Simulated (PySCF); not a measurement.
**Niobium: a sound run and one with changed settings**

Sound run: Nb [Kr] 4d4 5s1, Nb⁺ [Kr] 4d4. Computed with PySCF 2.14 in cc-pVDZ-PP with ECP28MDF (4s4p3d1f, 38 functions), with scalar relativity through the core potential. In the sound run the correlated levels freeze 4s2 4p6 outside the core potential. The sound run starts from symmetry-adapted Hartree-Fock orbitals and uses a fine grid where one is needed.

Changed run: all electrons correlated in a basis built for the valence shell.

| species | method | sound run (hartree) | changed run (hartree) | converged |
| --- | --- | --- | --- | --- |
| Nb | MP2 | -56.18637 | -56.36115 | yes |
| Nb⁺ | MP2 | -55.95243 | -56.11374 | yes |

Ionisation energy of Nb:

```csv
method,sound run (eV),changed run (eV)
UHF,5.998,5.998
MP2,6.366,6.732
SCS-MP2,6.121,6.454
```

A valence basis has no tight correlating functions, so it recovers only part of the core correlation, and not evenly between atom and ion.

For comparison, NIST gives 6.759 eV between the lowest levels.
